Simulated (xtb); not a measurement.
CN, doublet, at a GFN2-xTB geometry. Base run: GFN2-xTB run with xtb.

Input for xtb:
```
$ xtb mol.xyz --gfn 2 --uhf 1 --json

# file mol.xyz
2

C     -0.00000000    -0.00000000    -0.61154905
N      0.00000000     0.00000000     0.52418490
```

Variants of this job, named by their change:

```json
[
 {"change": "base", "ΔE vs base (mEh)": "0.000", "dipole (D)": "0.60", "G_solv (kcal/mol)": "-", "SCF cycles": "11"},
 {"change": "alpb = water", "ΔE vs base (mEh)": "-4.820", "dipole (D)": "0.64", "G_solv (kcal/mol)": "-3.03", "SCF cycles": "11"},
 {"change": "acc = 0.0001", "ΔE vs base (mEh)": "0.000", "dipole (D)": "0.60", "G_solv (kcal/mol)": "-", "SCF cycles": "15"},
 {"change": "acc = 30", "ΔE vs base (mEh)": "0.000", "dipole (D)": "0.60", "G_solv (kcal/mol)": "-", "SCF cycles": "9"},
 {"change": "gbsa = chcl3", "ΔE vs base (mEh)": "-3.420", "dipole (D)": "0.62", "G_solv (kcal/mol)": "-2.15", "SCF cycles": "11"},
 {"change": "acc = 0.1", "ΔE vs base (mEh)": "0.000", "dipole (D)": "0.60", "G_solv (kcal/mol)": "-", "SCF cycles": "12"},
 {"change": "alpb = chcl3", "ΔE vs base (mEh)": "-3.400", "dipole (D)": "0.62", "G_solv (kcal/mol)": "-2.14", "SCF cycles": "11"},
 {"change": "etemp = 3000", "ΔE vs base (mEh)": "-0.110", "dipole (D)": "0.59", "G_solv (kcal/mol)": "-", "SCF cycles": "11"},
 {"change": "alpb = toluene", "ΔE vs base (mEh)": "-2.570", "dipole (D)": "0.61", "G_solv (kcal/mol)": "-1.61", "SCF cycles": "11"}
]
```

ALPB and GBSA are two models with their own fitted parameters for each solvent, which aren't always the measured dielectric constant.
